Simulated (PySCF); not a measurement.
C₂H₅Be, charge +1. Atoms are numbered in the order given.

```xyz
8

Be    -0.6306     1.6872     0.0000
C      0.4345     0.3824     0.0000
C     -0.2004    -1.0069     0.0000
H      1.0639     0.5584     0.8832
H      1.0639     0.5584    -0.8832
H     -0.8087    -1.1868    -0.8860
H     -0.8087    -1.1868     0.8860
H      0.6071    -1.7448     0.0000
```
Charge +1, spin multiplicity 1.

Geometry: PBE0-D3(BJ)/def2-TZVP. The multiplicity is an assumed one; other spin states were not compared. The isomer is the one that the SMILES or the coordinates give; other isomers of the formula were not compared.

These are KT2/pcSseg-2 in PySCF values and carry that method's errors.

GIAO shieldings, no solvent; atoms alike by connectivity are averaged. δ = σ(ref) − σ: ¹³C against TMS (σ = 184.2 ppm); ¹H against TMS (σ = 31.47 ppm), references at their B3LYP-D3(BJ)/def2-TZVP geometries, non-relativistic.

| nucleus | atoms | count | δ (ppm) |
|---|---|---|---|
| ¹³C | C2 | 1 | 33.6 |
| ¹³C | C3 | 1 | 19.4 |
| ¹H | H4, H5 | 2 | 3.65 |
| ¹H | H6, H7, H8 | 3 | 2.32 |
